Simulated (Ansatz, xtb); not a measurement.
Stretching the N3–H4 bond in H3NSe (SMILES N[SeH]) (multiplicity 1 held, fragments rigid). Energies count from the point at 1.012 Å.
Geometry at that point (charge 0, multiplicity 1):
```xyz
5

Se    -0.043     0.316     0.233
H     -1.267     0.773    -0.478
N      0.367    -1.227    -0.725
H      0.548    -1.011    -1.696
H     -0.386    -1.901    -0.661
```

R- and RO- levels are restricted; in cc, def2 and unpolarised 6-31G sets they are followed outwards from rest. U- levels take the lowest unrestricted solution at each point, which mixes spins at long bonds. Curves can end on different states.

Codes used: Ansatz (Gaussian orbitals); xtb for the GFN methods. Each number belongs to the level named beside it. The GFN methods have no spin term and hold the electronic entropy of 300 K.

Q: One of these levels gives 8.465 eV for the energy at R = 3.238 Å. Which one is it?
(A) R-HF/cc-pVDZ
(B) GFN2-xTB
(C) U-HF/cc-pVDZ

A: A, R-HF/cc-pVDZ. The others give 4.730 (GFN2-xTB), 3.474 (U-HF/cc-pVDZ)

Doubts at one or more of the structures used: a restricted determinant that unrestricted orbitals would lower (R-HF/cc-pVDZ); a spin-contaminated determinant (U-HF/cc-pVDZ).

Ansatz is a program for electronic structure.
